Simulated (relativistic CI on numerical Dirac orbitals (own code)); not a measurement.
W+: resonant inelastic scattering at the O2,3 edge

Computed with this model: Dirac-Coulomb-Breit CI, separate exchange-only KLI orbitals for each configuration, model QED (radiative potential, 1s self-energy scaled to tabulated hydrogen-like ionisation energies), valence Slater integrals scaled by 0.9, Kramers-Heisenberg scattering through one core-hole configuration in a parametric crystal field; configurations [Xe] 4f14 5d5 → [Kr] 4d10 4f14 5s2 5p5 5d6; 300 K; core-hole width 1 eV; summed over polarisations. Incident energies are the highest absorption maxima for each field (at most a few, so the weaker spin-orbit partner edge can be absent), on the computed scale of the free ion. Intensities are in per cent of the strongest line above 0.02 eV; levels within 1 cm⁻¹ are merged; final levels count from the ground level, the first row holds all elastic scattering, lines under 0.4 are left out and each table stops after 24 rows. The scale of the Slater integrals is a model choice and moves the terms in proportion. The configuration is assumed, with all valence electrons in the open shell; the free ion's ground configuration is another.

Field parameters in Wybourne normalisation: D3d B²₀ = −7Dσ, B⁴₀ = −14Dq − 21Dτ, B⁴₃ = −14√(10/7) Dq; Oh B⁴₀ = 21Dq, B⁴₄ = √(5/14) B⁴₀. The field is a parameter set, without covalency.

S is read from ⟨S²⟩ = S(S + 1).

D3d, 10Dq = 13250, Dσ = 170, Dτ = -120 cm⁻¹:

```csv
Final level (eV),Degeneracy,Irrep,S,39.8 eV,43.8 eV
0.000,2,Γ4,2.06,1015.7,212.0
0.048,2,Γ5+Γ6,2.37,100.0,14.6
0.049,2,Γ4,2.37,98.1,13.6
0.272,2,Γ4,1.39,51.6,11.5
0.601,2,Γ4,0.92,8.6,7.6
0.635,2,Γ5+Γ6,0.95,7.9,8.3
0.888,2,Γ5+Γ6,1.51,14.3,9.6
0.918,2,Γ4,1.52,13.6,10.5
0.967,2,Γ4,1.49,2.8,2.3
1.037,2,Γ4,1.43,6.5,7.9
1.040,2,Γ5+Γ6,1.41,5.4,8.6
1.112,2,Γ4,1.47,9.7,1.7
1.387,2,Γ4,1.45,6.2,5.3
1.399,2,Γ4,1.43,5.7,3.4
1.410,2,Γ5+Γ6,1.47,8.2,9.8
1.415,2,Γ4,1.46,9.2,10.9
1.440,2,Γ4,1.39,3.7,4.9
1.442,2,Γ5+Γ6,1.37,5.3,5.9
1.739,2,Γ4,0.76,3.9,4.8
1.757,2,Γ5+Γ6,0.79,3.6,4.7
1.873,2,Γ4,0.74,11.0,1.8
1.963,2,Γ4,0.79,1.5,5.9
1.990,2,Γ4,0.90,4.0,3.0
2.082,2,Γ5+Γ6,0.86,2.2,12.0
```

Oh, 10Dq = 27650 cm⁻¹:

```csv
Final level (eV),Degeneracy,Irrep,S,39.7 eV,41.7 eV,51.6 eV
0.000,2,Γ7,0.54,162.5,569.9,254.4
0.382,4,Γ8,0.53,10.0,54.9,17.9
2.210,4,Γ8,1.55,1.9,24.6,3.7
2.281,2,Γ7,1.56,7.0,14.1,100.0
2.363,4,Γ8,1.49,4.1,38.3,13.7
2.415,2,Γ6,1.49,0.2,7.7,7.4
2.860,2,Γ6,1.49,2.2,0.9,4.5
2.875,4,Γ8,1.48,8.4,54.6,19.9
2.911,4,Γ8,1.46,6.3,60.3,6.6
2.916,2,Γ7,1.42,4.6,0.9,38.1
3.262,4,Γ8,0.55,27.7,24.3,90.0
3.362,2,Γ7,0.59,10.1,6.2,46.3
3.473,4,Γ8,2.42,0.4,2.1,1.4
3.473,2,Γ6,0.53,8.1,3.6,13.6
3.474,2,Γ7,2.40,0.3,0.3,24.3
3.558,2,Γ7,0.70,4.2,5.1,82.7
3.640,4,Γ8,0.62,3.0,7.2,12.9
3.774,4,Γ8,0.55,7.7,6.0,23.7
4.210,4,Γ8,0.54,9.6,17.0,56.0
4.262,2,Γ6,0.54,0.3,1.2,0.7
4.447,4,Γ8,0.53,8.7,19.0,10.6
4.585,2,Γ7,0.53,8.1,7.6,28.9
4.713,2,Γ6,0.52,1.0,0.1,11.5
5.361,4,Γ8,0.61,8.2,20.8,9.3
```

For the first field the strongest loss at the lowest incident energy is the level at 0.05 eV (S = 2.37, against 2.14 in the thermal ground state). Levels of other spin, the first over 8 % at 0.27 eV, appear because spin-orbit coupling of the core hole, and in heavier ions of the valence shell too, mixes spins.
